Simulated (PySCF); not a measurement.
# Bond lengths and vibrations by method: Al2FH2O cation

Calculated results; nothing here was measured. The program is PySCF 2.14.0, an open-source quantum chemistry code, run on an isolated molecule that a program drew, which may never have been made. The molecule is Al2FH2O cation (charge +1, singlet), drawn as the SMILES string `[F][Al+][O][AlH2]`.

The geometry was optimised and harmonic frequencies were computed with HF and MP2, all in the cc-pV(D+d)Z basis, for the commonest isotopes, with a restricted reference for singlets and an unrestricted one otherwise, and a frozen core in MP2. Each result is a local minimum of its method.

Geometry at the HF minimum:
```xyz
6
Al2FH2O cation, angstrom
F    -3.2875   -1.6680    3.7799
Al   -2.3567   -1.3174    2.5225
O    -1.4301   -0.9687    1.2706
Al   -0.4003   -0.5808   -0.1247
H     0.3399   -1.8245   -0.6950
H    -0.4391    0.9271   -0.5051
```

Lengths of the bonds as drawn, in Å (atoms numbered as above):
| bond | HF | MP2 |
|---|---|---|
| F1-Al2 | 1.603 | 1.631 |
| Al2-O3 | 1.596 | 1.624 |
| O3-Al4 | 1.777 | 1.807 |
| Al4-H5 | 1.556 | 1.556 |
| Al4-H6 | 1.556 | 1.556 |

Rotational constants, in GHz:
| constant | HF | MP2 |
|---|---|---|
| A | 122.1 | 120.3 |
| B | 1.526 | 1.477 |
| C | 1.507 | 1.459 |

Harmonic frequencies in cm^-1, each column in rising order, so a row needn't be the same motion in every method:
```
rank    HF   MP2
   1    90    71
   2   101    85
   3   222   188
   4   244   205
   5   443     ?
   6   585   542
   7   651   624
   8   801   768
   9   891   841
  10  1262  1192
  11  2086  2057
  12  2112  2094
```

**Estimate the missing MP2 frequency from the HF column.**

A single factor s that minimises the squared misfit of MP2 against s times HF over the other rows is sum(HF x MP2) / sum(HF^2) = 0.9748, with an rms misfit of 26 cm^-1. For rank 5 it gives 0.9748 x 443 = 432 cm^-1. The calculation gives 413 cm^-1, 19 cm^-1 below the estimate. The drawn bonds are on average 1.0 % longer in MP2 than in HF.
